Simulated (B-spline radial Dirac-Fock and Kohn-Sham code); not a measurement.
# The Be atom: differential elastic cross section for electrons at 9.98 keV

Method: relativistic (Dirac) partial waves in the static field of the Dirac-Fock atom with Furness-McCarthy exchange, without polarisation or absorption potentials. Computed with an atomic code on a B-spline grid.

```
θ (°)  dσ/dΩ (a₀²/sr)
    0            34.5
   10          0.0742
   20         0.00725
   30         0.00164
   40        0.000554
   50        0.000240
   60        0.000123
   70        7.08e-05
   80        4.48e-05
   90        3.05e-05
  100        2.21e-05
  110        1.68e-05
  120        1.34e-05
  130        1.12e-05
  140        9.63e-06
  150        8.61e-06
  160        7.95e-06
  170        7.59e-06
  180        7.46e-06
```

The total elastic cross section is 0.160 a₀², the first transport cross section 0.00107 a₀² and the second, weighted with (3/2) sin²θ, 0.00266 a₀². The mean deflection is ⟨1 − cos θ⟩ = 0.00671, and 0.060 % of the collisions scatter beyond 90°.
